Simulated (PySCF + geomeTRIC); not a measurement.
These are PySCF + geomeTRIC with BP86-D3(BJ)/def2-SVP values and carry that method's errors. fastk is a local helper that only speeds up exchange builds. No frequencies were computed at this level.

```python
import json, numpy as np
from pyscf import gto, dft
from fastk import lowrank_exchange
atoms = """
Zr    -0.000002     0.000001     0.000004
H      0.558101     0.968014    -1.559202
H      0.073112    -1.883407    -0.356476
H     -1.797186     0.496051     0.451333
H      1.165975     0.419342     1.464342
"""
def scf(charge, spin, dm0=None):
    mol = gto.M(atom=atoms, basis='def2-svp', ecp={'Zr': 'def2-svp'}, charge=charge, spin=spin, verbose=3, max_memory=10080)
    mf = dft.KS(mol, xc='bp86').density_fit(auxbasis="def2-universal-jkfit")
    mf.disp = 'd3bj'
    mf.grids.level = 3
    mf.conv_tol = 1e-8
    mf.max_cycle = 120
    mf.level_shift = 0.25
    mf.kernel(dm0)
    if not mf.converged:
        mf = mf.newton().run(mf.mo_coeff, mf.mo_occ).undo_soscf()
    return mf
mf = scf(0, 0)
from pyscf.geomopt.geometric_solver import kernel as optimize
path = []
done, mol = optimize(mf, maxsteps=120, assert_convergence=False, callback=lambda env: path.append((env["energy"], bool(env["g_scanner"].converged))))
res = dict(converged=bool(done and path[-1][1]), energy=path[-1][0], path=[e for e, c in path], xyz=mol.atom_coords(unit="Angstrom").tolist(), nao=mol.nao)
json.dump(res, open("result.json", "w"))
```

Output:

```
converged SCF energy = -49.413716203579
Geometry optimization cycle 1
converged SCF energy = -49.413716210287
cycle 1: E = -49.4137162103  dE = -49.4137  norm(grad) = 0.0239261
Geometry optimization cycle 2
converged SCF energy = -49.4158751520263
cycle 2: E = -49.415875152  dE = -0.00215894  norm(grad) = 0.0139485
Geometry optimization cycle 3
converged SCF energy = -49.4166848182595
cycle 3: E = -49.4166848183  dE = -0.000809666  norm(grad) = 0.00144009
Geometry optimization cycle 4
converged SCF energy = -49.416694070416
cycle 4: E = -49.4166940704  dE = -9.25216e-06  norm(grad) = 7.46028e-05
Geometry optimization cycle 5
converged SCF energy = -49.4166940954556
cycle 5: E = -49.4166940955  dE = -2.50396e-08  norm(grad) = 1.91513e-06
<class 'geometric.internal.Distance'> : 4
<class 'geometric.internal.Angle'> : 6
<class 'geometric.internal.TranslationX'> : 1
<class 'geometric.internal.TranslationY'> : 1
<class 'geometric.internal.TranslationZ'> : 1
<class 'geometric.internal.RotationA'> : 1
<class 'geometric.internal.RotationB'> : 1
<class 'geometric.internal.RotationC'> : 1
Step    0 : Gradient = 1.070e-02/1.196e-02 (rms/max) Energy = -49.4137162103
Step    1 : Displace = 8.511e-02/9.516e-02 (rms/max) Trust = 1.000e-01 (=) Grad = 6.238e-03/6.975e-03 (rms/max) E (change) = -49.4158751520 (-2.159e-03) Quality = 0.502
Step    2 : Displace = 3.135e-02/3.505e-02 (rms/max) Trust = 1.000e-01 (=) Grad = 6.440e-04/7.206e-04 (rms/max) E (change) = -49.4166848183 (-8.097e-04) Quality = 0.877
Step    3 : Displace = 2.933e-03/3.281e-03 (rms/max) Trust = 1.414e-01 (+) Grad = 3.336e-05/3.766e-05 (rms/max) E (change) = -49.4166940704 (-9.252e-06) Quality = 1.037
Step    4 : Displace = 1.603e-04/1.795e-04 (rms/max) Trust = 2.000e-01 (+) Grad = 8.565e-07/1.273e-06 (rms/max) E (change) = -49.4166940955 (-2.504e-08) Quality = 0.986
Converged! =D
```

Cost: roughly 50 core-seconds.
